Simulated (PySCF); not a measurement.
Dipole response of Sr⁺ (strontium, charge +1)

[Kr] 5s1, 2S determinant. Calculation: PySCF 2.14, in aug-cc-pwCVTZ-X2C with one added diffuse shell each of s, p, d, f type (11s10p8d4f, 109 functions); the spin-free X2C one-electron Hamiltonian (Gaussian nucleus). Coupled (time-dependent) response in atomic units; α is the mean over directions.

| method | mean α (bohr³) | C₆ (like pair) | S(−4) |
| --- | --- | --- | --- |
| M06-L | 90.76 | 792.2 | 6723 |

S(−4) is the Cauchy moment in α(ω) = α(0) + S(−4) ω² + …

α(iu) at M06-L:

```json
{"u (hartree)": "0", "α(iu) (bohr³)": "90.76"}
{"u (hartree)": "0.0500", "α(iu) (bohr³)": "76.73"}
{"u (hartree)": "0.100", "α(iu) (bohr³)": "53.26"}
{"u (hartree)": "0.200", "α(iu) (bohr³)": "26.20"}
{"u (hartree)": "0.300", "α(iu) (bohr³)": "16.08"}
{"u (hartree)": "0.500", "α(iu) (bohr³)": "9.089"}
{"u (hartree)": "0.750", "α(iu) (bohr³)": "5.979"}
{"u (hartree)": "1.00", "α(iu) (bohr³)": "4.371"}
{"u (hartree)": "1.50", "α(iu) (bohr³)": "2.631"}
{"u (hartree)": "2.00", "α(iu) (bohr³)": "1.735"}
{"u (hartree)": "3.00", "α(iu) (bohr³)": "0.9034"}
{"u (hartree)": "5.00", "α(iu) (bohr³)": "0.3714"}
```

For an ion, C₆ is the dispersion term alone; charge-induced terms of lower order in 1/R come first.
